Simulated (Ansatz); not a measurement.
A single Ho atom.

Basis set: def2-TZVPP. Charge 0. Computed with Ansatz (development build ahead of 0.2.0); the lowest solution found for each multiplicity.

**Question.** How do the multiplicities compare at this shape? Give, from the lowest of each method, HF (unrestricted) for 4, 6.

**Answer.**

```json
{"method": "HF, unrestricted", "multiplicity": "4", "E (eV)": "0.528", "<S²>": "4.87"}
{"method": "HF, unrestricted", "multiplicity": "6", "E (eV)": "0.000", "<S²>": "8.83"}
```

Caution for HF, unrestricted: no wide search was run, a lower solution can exist; the unrestricted determinant is a mixture of spin states.
